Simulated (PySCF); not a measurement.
Basis and Hamiltonian dependence of the ionisation energy of B²⁺

B²⁺ [He] 2s1 (2S) → B³⁺ 1s2 (1S). All values are computed (PySCF 2.14, energy differences of UHF-based or UKS calculations, no spin-orbit coupling). Values in eV.

| basis | Hamiltonian | functions | UHF | r2SCAN | PBE0 | CCSD(T) (valence and next inner shell) |
| --- | --- | --- | --- | --- | --- | --- |
| 6-31G* | non-relativistic | 14 | 37.768 | n/a | 38.159 | n/a |
| aug-cc-pwCVDZ | non-relativistic | 27 | 37.794 | 37.834 | 38.200 | 37.840 |
| pcseg-2 | non-relativistic | 30 | 37.779 | n/a | n/a | n/a |
| ANO-RCC-VTZP | spin-free X2C | 30 | 37.822 | 37.857 | 38.229 | 37.869 |
| x2c-TZVPall | spin-free X2C | 31 | 37.821 | n/a | n/a | n/a |
| def2-TZVPPD | non-relativistic | 37 | 37.810 | 37.841 | 38.212 | 37.830 |
| x2c-TZVPPall with one added diffuse shell each of s, p, d type | spin-free X2C | 40 | 37.821 | 37.852 | 38.223 | 37.842 |
| aug-cc-pCVTZ-DK | spin-free X2C | 59 | 37.827 | 37.864 | 38.234 | 37.909 |
| def2-QZVPPD | non-relativistic | 63 | 37.819 | 37.862 | 38.231 | 37.858 |
| dyall-av3z | spin-free X2C | 71 | 37.829 | 37.865 | 38.241 | n/a |
| dyall-av3z | non-relativistic | 71 | 37.819 | 37.854 | 38.230 | n/a |
| aug-cc-pVQZ-DK | spin-free X2C | 80 | 37.829 | 37.860 | 38.237 | n/a |
| aug-cc-pVQZ | non-relativistic | 80 | 37.818 | 37.849 | 38.226 | n/a |
| aug-cc-pVQZ with one added diffuse shell each of s, p, d, f, g type | non-relativistic | 105 | 37.818 | 37.850 | 38.226 | n/a |

Frozen in the all-electron rows: valence: 1s2; valence and next inner shell: nothing.

Reference for a calculation without spin-orbit coupling: 37.931 eV (measured, between term centres; NIST).
